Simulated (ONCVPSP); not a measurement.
What the settings do to the ONCV potential of indium

Base potential:

```json
{
  "Element": "indium",
  "Generator": "ONCVPSP 4.0.1",
  "Type": "optimised norm-conserving Vanderbilt (ONCV)",
  "Functional": "PBEsol",
  "Relativity": "scalar-relativistic",
  "Frozen core": "[Kr] 4d10",
  "Valence charge": "3",
  "Reference configuration": "5s1.75 5p1.25",
  "Partial waves": "5s: rc 2.15 bohr, ncon 4, nbas 8, qcut 2.5 1/bohr, local; 5p: rc 2.65 bohr, ncon 3, nbas 6, qcut 3.7 1/bohr, 1 projector",
  "Local potential": "the s channel",
  "Core correction": "Teter function, fcfact 2.25, rcfact 1.3"
}
```

Cutoffs, loose and tight: the cutoffs (Ha) at which the residual kinetic energy of the hardest occupied pseudo-wave falls to 1 and 0.1 mHa per electron. They do not see the model core or the augmentation charge, which bear on the density cutoff. Test errors are all-electron minus pseudo excitation energies from the reference, over the configurations 5s2 5p1; 5s2 5p0; 5s1 5p0; 5s1 5p2. A dash means not determined; rows that change the core or the reference have their own tests.

```json
{"change": "base", "outcome": "generated", "cutoff, loose": "19 Ha", "cutoff, tight": "36 Ha", "bound ghosts": "none", "GHOST(+) flags above zero": "none", "largest test error (meV)": "-99"}
{"change": "s: qcut 1.6; p: qcut 2.4", "outcome": "generated", "cutoff, loose": "32 Ha", "cutoff, tight": "38 Ha", "bound ghosts": "none", "GHOST(+) flags above zero": "none", "largest test error (meV)": "-105"}
{"change": "s: qcut 2.1; p: qcut 3", "outcome": "generated", "cutoff, loose": "30 Ha", "cutoff, tight": "37 Ha", "bound ghosts": "none", "GHOST(+) flags above zero": "none", "largest test error (meV)": "-102"}
{"change": "s: qcut 2.9; p: qcut 4.3", "outcome": "generated", "cutoff, loose": "8.8 Ha", "cutoff, tight": "32 Ha", "bound ghosts": "none", "GHOST(+) flags above zero": "none", "largest test error (meV)": "-97"}
```

What comes out with this change to the base: s: qcut 2.4; p: qcut 3.6?

outcome: generated; cutoff, loose: 25 Ha; cutoff, tight: 36 Ha; bound ghosts: none; GHOST(+) flags above zero: none; largest test error (meV): -99.

What comes out with this change to the base: s: qcut 3.6; p: qcut 5.4?

outcome: failed: ERROR pspot: first pseudo wave function has node, program will stop. Cause: the optimised pseudo-wave of the first projector has a node, so the radial equation cannot be inverted for a potential.

What comes out with this change to the base: s: qcut 3.3; p: qcut 4.8?

outcome: generated; cutoff, loose: 5.4 Ha; cutoff, tight: 19 Ha; bound ghosts: none; GHOST(+) flags above zero: none; largest test error (meV): -96.
